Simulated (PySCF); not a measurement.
SMILES BCCC(C)(C)C, GFN2-xTB optimised geometry.

```
22

B      1.04    -0.09     2.60
C      1.35     0.60     1.22
C      0.73    -0.10     0.00
C     -0.81    -0.10     0.00
C     -1.30    -0.82    -1.27
C     -1.33    -0.85     1.23
C     -1.36     1.32     0.00
H      1.28    -1.22     2.75
H      0.74     0.56     3.54
H      1.09     1.66     1.19
H      2.44     0.55     1.08
H      1.07    -1.14    -0.02
H      1.08     0.38    -0.92
H     -0.90    -1.83    -1.31
H     -0.97    -0.28    -2.16
H     -2.38    -0.88    -1.28
H     -2.41    -0.74     1.33
H     -1.09    -1.91     1.17
H     -0.86    -0.44     2.13
H     -2.44     1.31    -0.15
H     -0.91     1.91    -0.80
H     -1.15     1.82     0.94
```

Density from B3LYP/def2-SVP (PySCF) at that geometry.

Minimum of the electron density along straight lines between bonded atoms, close to the bond critical point (lines longer than 1.1 times the sum of covalent radii, or with two minima, are not listed):

| bond | length / Å | ρ at the minimum / e bohr⁻³ | ∇²ρ there / e bohr⁻⁵ | position (fraction from the first atom) |
|---|---|---|---|---|
| B1–C2 | 1.577 | 0.184 | -0.18 | 0.32 |
| C2–C3 | 1.537 | 0.236 | -0.52 | 0.50 |
| C3–C4 | 1.538 | 0.244 | -0.55 | 0.50 |
| C4–C5 | 1.533 | 0.244 | -0.56 | 0.50 |
| C4–C6 | 1.527 | 0.247 | -0.57 | 0.49 |
| C4–C7 | 1.531 | 0.245 | -0.56 | 0.50 |
| B1–H8 | 1.172 | 0.180 | -0.11 | 0.43 |
| B1–H9 | 1.173 | 0.180 | -0.13 | 0.43 |
| C2–H10 | 1.091 | 0.275 | -0.97 | 0.62 |
| C2–H11 | 1.096 | 0.265 | -0.91 | 0.62 |
| C3–H12 | 1.092 | 0.277 | -1.00 | 0.62 |
| C3–H13 | 1.094 | 0.276 | -0.99 | 0.62 |
| C5–H14 | 1.088 | 0.277 | -1.01 | 0.62 |
| C5–H15 | 1.088 | 0.277 | -1.01 | 0.62 |
| C5–H16 | 1.088 | 0.277 | -1.01 | 0.62 |
| C6–H17 | 1.088 | 0.277 | -1.02 | 0.62 |
| C6–H18 | 1.088 | 0.279 | -1.03 | 0.63 |
| C6–H19 | 1.095 | 0.268 | -0.92 | 0.61 |
| C7–H20 | 1.088 | 0.277 | -1.01 | 0.62 |
| C7–H21 | 1.088 | 0.277 | -1.01 | 0.62 |
| C7–H22 | 1.087 | 0.278 | -1.02 | 0.62 |
